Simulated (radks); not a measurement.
Values are calculated unless marked as measured or tabulated.
Spin polarisation of the 5d5 shell in neutral rhenium. Start: [Xe] 4f14 5d(up 2.5, down 2.5) 6s2; electrons of 5d are moved from spin down to spin up, other shells keep equal spins. Level of theory: scalar-relativistic Kohn-Sham, SCAN, spin-polarised, spherical densities, finite nucleus; meta-GGA in the generalised Kohn-Sham scheme; Fermi nuclear charge, rms radius of each element as measured or else 0.836 A^(1/3) + 0.57 fm (a radial shooting solver on a logarithmic mesh with Libxc functionals).

| moment (Bohr magnetons) | E - E(0) (eV) | e(5d up) (eV) | e(5d down) (eV) | 6s down minus up (eV) | 4f down minus up (eV) | 5p down minus up (eV) |
|---|---|---|---|---|---|---|
| 0 | 0.000 | -5.386 | -5.386 | 0.000 | 0.000 | 0.000 |
| 1 | -0.158 | -5.690 | -5.058 | 0.491 | 0.118 | 0.674 |
| 2 | -0.630 | -5.969 | -4.703 | 0.953 | 0.235 | 1.371 |
| 3 | -1.431 | -6.216 | -4.235 | 1.211 | 0.352 | 2.080 |
| 4 | -2.617 | -6.443 | -3.673 | 1.425 | 0.471 | 2.795 |

At moment 4 the spin-polarisation energy is -2.617 eV and the 5d exchange splitting 2.769 eV, that is 0.692 eV per Bohr magneton; E = -I m^2/4 would give I = 0.654 eV.
